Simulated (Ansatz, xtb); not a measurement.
System: C3H5Cl2, charge -1, multiplicity 1. It need not be the lowest isomer of its formula. Whether it binds its extra electron was not tested at this geometry. SMILES: Cl[CH-]CCCl
Coordinates optimised at B3LYP-D3(BJ)/def2-TZVP (Ansatz, a program for electronic structure):
```xyz
10

C     -0.1370    -0.5153    -0.9414
C     -1.2599    -0.6073     0.0642
Cl    -2.0537     1.1868     0.0482
C      1.0999     0.2119    -0.4339
Cl     2.1430    -0.8007     0.6866
H      0.1446    -1.5412    -1.2153
H     -0.3872     0.0038    -1.8941
H     -2.0826    -1.1464    -0.4263
H      1.7763     0.5012    -1.2381
H      0.8128     1.0830     0.1491
```
Charge -1, spin multiplicity 1.

Harmonic wavenumbers from GFN2-xTB (xtb, at its own minimum), cm⁻¹: 48, 114, 205, 352, 421, 533, 663, 834, 919, 954, 1025, 1093, 1127, 1188, 1246, 1272, 1324, 1434, 1460, 2625, 2692, 2900, 2923, 2987.

**Question.** Give the harmonic wavenumbers at B3LYP-D3(BJ)/def2-TZVP (Ansatz, finite differences of forces, unscaled).

**Answer.** 52, 132, 211, 348, 407, 447, 613, 827, 878, 930, 974, 1070, 1136, 1187, 1247, 1306, 1348, 1422, 1469, 2778, 2959, 2991, 3057, 3137 cm⁻¹. Zero-point energy 44.2 kcal/mol.

**Question.** From these and the geometry, give the ideal-gas thermochemistry at 298.15 K and 1 atm (rigid rotor, harmonic oscillator).

**Answer.** Point group C1, rotational symmetry number 1. Rotational constants 7.871, 1.151, 1.122 GHz. S(trans) 40.06, S(rot) 27.85, S(vib) 13.89, S(elec, spin only) 0.00, S 81.8 cal/(mol K). H(298) - H(0) 4.55 kcal/mol; G - E(el) 24.4 kcal/mol.
